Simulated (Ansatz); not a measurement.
A structure relaxed at r2SCAN-D4/def2-SVPD in Ansatz, charge -1, doublet:

Cartesian coordinates in Å:
```
Te -1.214 -1.617 -1.127
Te -0.702 0.555 0.379
Te 1.916 1.062 0.747
```

Q: Give its formula, name or SMILES and point group.

A: [Te3]- (Te3⁻). Point group C2v (tolerance 0.1 Å).

Q: Summarise the bond lengths by kind (pairs closer than 1.2 times the sum of covalent radii, bridged metal pairs left out).

A: 2 × Te–Te 2.69 Å.

In the def2 sets Te takes a core potential; there is no spin–orbit coupling.
